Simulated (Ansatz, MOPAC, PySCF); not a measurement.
Gas-phase reaction in SMILES: N[Si-](N)N -> [NH-][SiH](N)N

Wanted: isomerisation energy (enthalpy at 298 K), in kcal/mol. Conventions: non-relativistic; no spin-orbit coupling; dispersion terms only where a functional's name holds one; frozen cores in correlated levels. CBS(X,Y): correlation extrapolated as X^-3; Hartree-Fock from the larger set. First-principles rows: single points at B3LYP-D3(BJ) geometries (Ansatz, a first-principles code), with unscaled harmonic terms from B3LYP/6-31G* (Ansatz) at its own minima. Semi-empirical rows: MOPAC heats of formation at their own minima for 298 K. Sets without +, aug- or the D of def2-TZVPD hold no diffuse functions, which anions need.

```json
[
 {"species": "N[Si-](N)N", "coefficient": "-1", "E at BP86/def2-SVP (PySCF), Eh": "-457.20817", "E at wB97M-V/def2-TZVPD (Ansatz), Eh": "-457.42926", "H(298 K) - E, kcal/mol": "52.83", "heat of formation at PM6 (MOPAC), kcal/mol": "-18.93"},
 {"species": "[NH-][SiH](N)N", "coefficient": "+1", "E at BP86/def2-SVP (PySCF), Eh": "-457.21501", "E at wB97M-V/def2-TZVPD (Ansatz), Eh": "-457.44206", "H(298 K) - E, kcal/mol": "50.77", "heat of formation at PM6 (MOPAC), kcal/mol": "-64.96"}
]
```

Coupled cluster (Ansatz) is a level with limits of its own, used here on species with T1 under 0.025 (0.045 for open shells) and stable references: CCSD(T)/CBS(aug-cc-pV(T+d)Z,aug-cc-pV(Q+d)Z). Value to compare with, CCSD(T)/CBS(aug-cc-pV(T+d)Z,aug-cc-pV(Q+d)Z) (Ansatz): -11.5 kcal/mol. 1 Eh = 627.5095 kcal/mol.

Question: Work the quantity out at each level, and compare with CCSD(T)/CBS(aug-cc-pV(T+d)Z,aug-cc-pV(Q+d)Z) (Ansatz).

Answer: 
- BP86/def2-SVP: the sum of coefficient times E is -0.00684 Eh, or -4.29 kcal/mol; the thermal terms add -2.06. Result: -6.4 kcal/mol. Its difference against CCSD(T)/CBS(aug-cc-pV(T+d)Z,aug-cc-pV(Q+d)Z) (Ansatz) is 5.1 kcal/mol.
- wB97M-V/def2-TZVPD: the sum of coefficient times E is -0.01280 Eh, or -8.03 kcal/mol; the thermal terms add -2.06. Result: -10.1 kcal/mol. Its difference against CCSD(T)/CBS(aug-cc-pV(T+d)Z,aug-cc-pV(Q+d)Z) (Ansatz) is 1.4 kcal/mol.
- PM6: the sum of coefficient times heat of formation is -46.03 kcal/mol; it needs no thermal term. Its difference against CCSD(T)/CBS(aug-cc-pV(T+d)Z,aug-cc-pV(Q+d)Z) (Ansatz) is -34.5 kcal/mol.
